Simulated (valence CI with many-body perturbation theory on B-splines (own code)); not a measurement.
Rb VI: calculated level list

Level of theory: valence CI with perturbative core correlation (CI+MBPT): four valence electrons over a frozen Dirac-Fock core [Ar] 3d10, a basis of 11 s, 11 p, 9 d, 7 f, 5 g, 2 h, 1 i functions for each j, with the one-electron correlation potential Σ1, the two-electron term Σ2, the three-electron term Σ3, Breit, model QED; selected CI, second order for the rest, scaled by the run's own slope (own B-spline code, finite nucleus).

Set against measurement, 13 paired levels are off by 109 cm⁻¹ on average, the worst by 203. These come from a selection out of Sansonetti, J. Phys. Chem. Ref. Data 35, 301 (2006). Levels without a partner in it may be off by more. Among the levels kept, up to 370 cm⁻¹ of a level comes from second order outside the variational space, and about a tenth of that is noise between levels of different J, which matters for small intervals.

Levels 46 to 68 of 68, with energies above the lowest level, 4s²4p² ³P_0. "Leading %" is the weight of the configuration and term that name the level; weights of strongly mixed levels are sums over their largest components and can fall short. In the jj column 3d3/2^4 stands for four electrons in 3d with j = 3/2. Lifetimes count E1, E2, E3, M1 and M2 decay at the calculated energies, and are blank where another channel may lead or the interval is too uncertain; long ones can be off by a factor of two.

```tsv
No.	Configuration	Term	J	E (cm⁻¹)	Leading %	Lifetime	Second component	Leading jj
46	4s²4p5p	³D	1	351120	51	267 ps	41 % 4s²4p5p ¹P	4s^2 4p1/2 5p1/2 (90 %)
47	4s4p²4d	³F	2	354590	91	1.09 ns	4 % 4s²4d² ³F	4s 4p1/2 4p3/2 4d5/2 (37 %)
48	4s²4p5p	³D	1	356920	31	235 ps	27 % 4s²4p5p ¹P	4s^2 4p1/2 5p3/2 (77 %)
49	4s4p²4d	³F	3	357240	88	1.12 ns	4 % 4s²4d² ³F	4s 4p1/2 4p3/2 4d5/2 (36 %)
50	4s²4p5p	³D	2	357400	79	235 ps	9 % 4s²4p5p ³P	4s^2 4p1/2 5p3/2 (81 %)
51	4s²4p5p	³P	0	358290	87	220 ps	6 % 4s²4p5p ¹S	4s^2 4p1/2 5p1/2 (82 %)
52	4p⁴	¹S	0	359760	61	283 ps	26 % 4s4p²4d ¹S	4p1/2^2 4p3/2^2 (34 %)
53	4s4p²4d	³F	4	361240	83	1.94 ns	7 % 4s4p²4d ⁵D	4s 4p3/2^2 4d5/2 (64 %)
54	4s²4p5p	³P	1	363330	59	227 ps	21 % 4s²4p5p ¹P	4s^2 4p3/2 5p1/2 (55 %)
55	4s4p²4d	⁵P	3	364190	94	24.6 ps		4s 4p1/2 4p3/2 4d5/2 (48 %)
56	4s²4p5p	³D	3	365430	94	236 ps		4s^2 4p3/2 5p3/2 (94 %)
57	4s4p²4d	⁵P	2	366130	62	35.0 ps	25 % 4s²4p5p ³P	4s 4p1/2 4p3/2 4d3/2 (22 %)
58	4s²4p5p	³P	2	366160	45	54.2 ps	34 % 4s4p²4d ⁵P	4s^2 4p3/2 5p1/2 (38 %)
59	4s4p²4d	⁵P	1	367280	96	23.5 ps		4s 4p3/2^2 4d3/2 (42 %)
60	4s²4p5p	³S	1	369610	82	222 ps	8 % 4s²4p5p ³P	4s^2 4p3/2 5p3/2 (52 %)
61	4s4p²4d	³P	2	371880	50	51.6 ps	18 % 4s²4p5p ¹D	4s 4p1/2 4p3/2 4d5/2 (34 %)
62	4s²4p5p	¹D	2	373140	62	174 ps	15 % 4s²4p5p ³P	4s^2 4p3/2 5p3/2 (60 %)
63	4s4p²4d	³G	3	376020	70	7.34 ns	20 % 4s²4p4f ³G	4s 4p1/2 4p3/2 4d3/2 (53 %)
64	4s4p²4d	³P	1	376970	69	43.9 ps	21 % 4p⁴ ³P	4s 4p3/2^2 4d5/2 (24 %)
65	4s4p²4d	³G	4	377730	74	2.88 ns	19 % 4s²4p4f ³G	4s 4p1/2 4p3/2 4d5/2 (32 %)
66	4s4p²4d	³G	5	379840	78	13.0 ns	17 % 4s²4p4f ³G	4s 4p1/2 4p3/2 4d5/2 (43 %)
67	4s4p²4d	³P	0	380230	70	44.5 ps	22 % 4p⁴ ³P	4s 4p3/2^2 4d5/2 (39 %)
68	4s²4p5p	¹S	0	383880	88	211 ps	5 % 4s²4p5p ³P	4s^2 4p3/2 5p3/2 (81 %)
```

Names give the largest LS component (configuration and term), which can be under half, so a name can repeat, a term be missing and a line seem to break the LS rules; names also repeat where a configuration has a term twice.

Where two levels of one J and parity lie close, their mixing, g and order are uncertain.
